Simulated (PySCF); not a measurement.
# H₄WO + N₂ → WN(OH) + NH₃

Level: PBE0 in the def2-TZVP basis family, computed in PySCF with density fitting; scalar-relativistic core potentials for atoms from Rb on, none lighter, no spin–orbit coupling; open shells unrestricted.

| species | state and structure | E (Eh) | ZPE (kJ/mol) | H(298 K) − H(0) (kJ/mol) | S° (J/(mol K)) |
| --- | --- | --- | --- | --- | --- |
| H₄WO | singlet, Cs, W–H 1.685 Å (×2), W–H 1.697 Å, W–H 1.772 Å, W–O 1.672 Å; H–W–H 59.4° (×2), H–W–H 110.4° (×2), H–W–H 118.7°, H–W–H 132.1°, H–W–O 99.1° (×2), H–W–O 109.2° | -144.63590 | 84.5 | 12.9 | 280.8 |
| N₂ | singlet, D∞h, N–N 1.089 Å | -109.44629 | 14.9 | 8.7 | 191.4 |
| WN(OH) | triplet, Cs, O–H 0.959 Å, W–N 1.660 Å, W–O 1.898 Å; H–O–W 121.6°, N–W–O 109.8° | -197.53364 | 42.5 | 12.6 | 297.9 |
| NH₃ | singlet, C3v, N–H 1.013 Å (×3); H–N–H 107.1° (×3) | -56.51312 | 90.6 | 10.0 | 192.4 |

Q: What is the electronic reaction energy?

A: At PBE0/def2-TZVP, ΔE = 93.0 kJ/mol from the differences of the total energies times 2625.5, uphill. 

Q: Add zero-point, thermal and entropy terms for 298.15 K and 1 bar.

A: ΔZPE = 33.7 and Δ[H(298) − H(0)] = 1.0 kJ/mol give ΔH° = 127.7 kJ/mol. ΔS° = 18.1 J/(mol K), so ΔG° = 127.7 − 298.15 × (0.0181) = 122 kJ/mol and log₁₀K = -21.4.

Spin–orbit coupling can matter for H₄WO, WN(OH) and is left out. Open d or f shells are single determinants, so the state found may not be the ground state. Only the bonding shown was studied: isomers, or loss of a ligand pair, can lie lower.
